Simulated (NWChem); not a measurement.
Program: NWChem. System: hydrogen iodide (HI), charge 0, spin multiplicity 1, at a geometry optimised with PBE/def2-SVP with def2 effective core potentials on I. Level: PBE/def2-TZVP with def2 effective core potentials on I.

Part of the output:

```
             Northwest Computational Chemistry Package (NWChem) 7.3.0
             --------------------------------------------------------

                                NWChem Input Module
                                -------------------

 Scaling coordinates for geometry "geometry" by  1.889725989
 (inverse scale =  0.529177249)

 Turning off AUTOSYM since
 SYMMETRY directive was detected!

                             Geometry "geometry" -> ""
                             -------------------------

 Output coordinates in angstroms (scale by  1.889725989 to convert to a.u.)

  No.       Tag          Charge          X              Y              Z
 ---- ---------------- ---------- -------------- -------------- --------------
    1 I                   53.0000     0.00000000     0.00000000     0.03023700
    2 H                    1.0000     0.00000000     0.00000000    -1.60256200

 Effective nuclear repulsion energy (a.u.)      17.1768810472

            Nuclear Dipole moment (a.u.)
            ----------------------------
        X                 Y               Z
 ---------------- ---------------- ----------------
     0.0000000000     0.0000000000    -0.0000018897

      Symmetry information
      --------------------

 Group name             C2v
 Group number             16
 Group order               4
 No. of unique centers     2

      Symmetry unique atoms

     1    2


 Summary of "ao basis" -> "" (spherical)
 ------------------------------------------------------------------------------
       Tag                 Description            Shells   Functions and Types
 ---------------- ------------------------------  ------  ---------------------
 *                         def2-tzvp                  on all atoms

 Summary of "ao basis" -> "ao basis" (spherical)
 ------------------------------------------------------------------------------
       Tag                 Description            Shells   Functions and Types
 ---------------- ------------------------------  ------  ---------------------
 I                         def2-tzvp                16       50   6s5p3d2f
 H                         def2-tzvp                 4        6   3s1p

 Summary of "ao basis" -> "ao basis" (spherical)
 ------------------------------------------------------------------------------
       Tag                 Description            Shells   Functions and Types
 ---------------- ------------------------------  ------  ---------------------
[...]
  ----- ------------  ---------------      ----- ------------  ---------------
    18     -0.372314  1 I  pz                12      0.362113  1 I  pz
    15     -0.291633  1 I  pz                52      0.283700  2 H  s
     5     -0.236851  1 I  s                  6     -0.216462  1 I  s
     3      0.177771  1 I  s                 51      0.165278  2 H  s
     2     -0.161066  1 I  s                 53      0.117883  2 H  s

 Vector   12  Occ=2.000000D+00  E=-2.485167D-01  Symmetry=b1
              MO Center= -8.0D-17, -4.6D-17, -2.5D-03, r^2= 2.0D+00
   Bfn.  Coefficient  Atom+Function         Bfn.  Coefficient  Atom+Function
  ----- ------------  ---------------      ----- ------------  ---------------
    16      0.546472  1 I  px                10     -0.461902  1 I  px
    13      0.373436  1 I  px                19      0.281595  1 I  px
     7     -0.058714  1 I  px

 Vector   13  Occ=2.000000D+00  E=-2.485167D-01  Symmetry=b2
              MO Center= -1.1D-16,  6.1D-16, -2.5D-03, r^2= 2.0D+00
   Bfn.  Coefficient  Atom+Function         Bfn.  Coefficient  Atom+Function
  ----- ------------  ---------------      ----- ------------  ---------------
    17      0.546472  1 I  py                11     -0.461902  1 I  py
    14      0.373436  1 I  py                20      0.281595  1 I  py
     8     -0.058714  1 I  py

 Vector   14  Occ=0.000000D+00  E=-6.699940D-02  Symmetry=a1
              MO Center=  1.2D-15, -2.0D-16, -5.1D-01, r^2= 3.5D+00
   Bfn.  Coefficient  Atom+Function         Bfn.  Coefficient  Atom+Function
  ----- ------------  ---------------      ----- ------------  ---------------
    53      1.029710  2 H  s                 21      0.642062  1 I  pz
     6     -0.571802  1 I  s                 18      0.450641  1 I  pz
    52      0.307937  2 H  s                 12     -0.287543  1 I  pz
    15      0.235718  1 I  pz                 5     -0.213512  1 I  s
     3      0.186211  1 I  s                  2     -0.160708  1 I  s

 Vector   15  Occ=0.000000D+00  E= 1.149522D-01  Symmetry=a1
              MO Center= -1.1D-14, -7.7D-15, -9.1D-01, r^2= 5.3D+00
   Bfn.  Coefficient  Atom+Function         Bfn.  Coefficient  Atom+Function
  ----- ------------  ---------------      ----- ------------  ---------------
    21     -0.866499  1 I  pz                53      0.837014  2 H  s
    18      0.824810  1 I  pz                52     -0.383120  2 H  s
    34     -0.369059  1 I  d  0               5     -0.248334  1 I  s
    12     -0.151603  1 I  pz                24      0.118931  1 I  d  0
     4      0.090814  1 I  s                  6     -0.082270  1 I  s

 Vector   16  Occ=0.000000D+00  E= 1.490107D-01  Symmetry=b2
              MO Center= -3.1D-17,  6.4D-15, -9.8D-02, r^2= 6.1D+00
   Bfn.  Coefficient  Atom+Function         Bfn.  Coefficient  Atom+Function
  ----- ------------  ---------------      ----- ------------  ---------------
    20      1.515727  1 I  py                17     -1.244067  1 I  py
    11      0.275883  1 I  py                33     -0.182319  1 I  d -1
    14     -0.087091  1 I  py                23      0.041727  1 I  d -1
     8      0.034270  1 I  py

 center of mass
 --------------
 x =   0.00000000 y =   0.00000000 z =   0.03282778

 moments of inertia (a.u.)
 ------------------
           9.519469988566           0.000000000000           0.000000000000
           0.000000000000           9.519469988566           0.000000000000
           0.000000000000           0.000000000000           0.000000000000

     Multipole analysis of the density
     ---------------------------------

     L   x y z        total         alpha         beta         nuclear
     -   - - -        -----         -----         ----         -------
     0   0 0 0     -0.000000    -13.000000    -13.000000     26.000000

     1   1 0 0     -0.000000     -0.000000     -0.000000      0.000000
     1   0 1 0      0.000000      0.000000      0.000000      0.000000
     1   0 0 1     -0.183046      0.708433      0.708433     -1.599912

     2   2 0 0    -21.426503    -10.713252    -10.713252      0.000000
     2   1 1 0     -0.000000     -0.000000     -0.000000      0.000000
     2   1 0 1      0.000000      0.000000      0.000000      0.000000
     2   0 2 0    -21.426503    -10.713252    -10.713252      0.000000
     2   0 1 1     -0.000000     -0.000000     -0.000000      0.000000
     2   0 0 2    -17.799987    -13.526418    -13.526418      9.252849

 Task  times  cpu:        1.3s     wall:        1.3s

 Total times  cpu:        1.4s     wall:        1.4s
```

Q: Write an NWChem input that would produce this output.

A: One answer among several that fit: 
```
start mol
memory heap 200 mb stack 800 mb global 1000 mb
geometry units angstroms nocenter noautoz
  I      0.000000     0.000000     0.030237
  H      0.000000     0.000000    -1.602562
  symmetry group C2v
end
basis spherical
  * library def2-tzvp
end
ecp
  I library def2-ecp
end
dft
  xc xpbe96 cpbe96
  semidirect memsize 60000000 filesize 0
  iterations 100
end
task dft energy
```
